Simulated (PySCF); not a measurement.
Be(OH)(NMe2) (C₂H₇BeNO), SMILES C[N](C)[Be][OH]. The structure is a stationary point at PBE-D3(BJ)/def2-SVP. The structure was generated by enumeration; whether it is a known compound was not checked. Other conformers were not sampled.

Question: Give the equilibrium geometry at PBE-D3(BJ)/def2-SVP (PySCF confirms it by a frequency run) as Cartesian coordinates in Å, and its point group. (The exact figures need the calculation; the answer reports its results.)

Answer: This is not unique; one that fits is point group Cs.
```xyz
12

Be    -1.0532     0.0419     0.0000
O     -2.4862     0.0807     0.0000
H     -3.0996    -0.6674     0.0000
N      0.4582     0.0193     0.0000
C      1.2569    -0.0127     1.2087
C      1.2569    -0.0127    -1.2087
H      1.8864    -0.9350     1.2752
H      1.9571     0.8566     1.2749
H      0.6127     0.0139     2.1122
H      1.9571     0.8566    -1.2749
H      1.8864    -0.9350    -1.2752
H      0.6127     0.0139    -2.1122
```
Charge 0, spin multiplicity 1.
